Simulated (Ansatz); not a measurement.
`[NH2][GaH][AlH2]` + `O[SiH3]` → `[NH2][GaH][O][SiH3]` + `[AlH3]` at 298.15 K and 1 bar (cleavage of the Ga–Al bond).

Calculated with Ansatz (gas phase, PBE0-D4/def2-TZVP geometries, no zero-point term in ΔE). CCSD(T)/CBS is the MP2 limit (def2-TZVPP, def2-QZVPP) plus CCSD(T) − MP2 in def2-TZVPP, frozen cores. This one scheme is used for every species. For Ga outer-core shells are correlated without core-valence functions, which leaves a few kJ/mol of doubt a bond. Scalar relativity is left out up to krypton. Each species was taken in one conformer, which may not be the lowest.

| species | CCSD(T)/CBS energy (Eh) | H − E (kJ/mol) | S (J/(mol·K)) |
| --- | --- | --- | --- |
| `[NH2][GaH][AlH2]` | -2223.66218 | 139.7 | 340.9 |
| `O[SiH3]` | -366.69042 | 113.6 | 257.8 |
| `[NH2][GaH][O][SiH3]` | -2346.59363 | 184.8 | 375.0 |
| `[AlH3]` | -243.78045 | 58.9 | 207.5 |

H − E and S are ideal-gas, rigid-rotor, harmonic terms from PBE0-D4/def2-TZVP, for one conformer and one mirror image of each species. 1 Eh = 2625.50 kJ/mol, R = 8.31446 J/(mol·K).

By hand: ΔE, ΔH, ΔS and ΔG.

ΔE = (-2346.59363) + (-243.78045) − (-2223.66218) − (-366.69042) = -0.02148 Eh = -56.4 kJ/mol. Δ(H − E) = 184.8 + 58.9 − 139.7 − 113.6 = -9.6, so ΔH = -66.0 kJ/mol. ΔS = 375.0 + 207.5 − 340.9 − 257.8 = -16.2 J/(mol·K). ΔG = -66.0 − 298.15 × (-16.2)/1000 = -61.2 kJ/mol.

By hand: the equilibrium constant, and the temperature at which ΔG would vanish if ΔH and ΔS stayed fixed.

log₁₀ K = −ΔG/(RT ln 10) = 10.7. ΔG = 0 at ΔH/ΔS = 4074 K, far beyond where these terms or the molecules hold.

ΔH outweighs TΔS. A doubt of 5 kJ/mol in ΔE shifts log₁₀ K by 0.9 here. Other conformers and mirror images would add mixing entropy, several J/(mol·K) or more a flexible species. Modes under 60 cm⁻¹, often nearly free rotors, make the harmonic entropy too high. These are equilibria of isolated gas molecules and say nothing of rates. Largest T1 diagnostic: 0.015 (customary marks: 0.02 for closed shells, 0.045 for open ones).
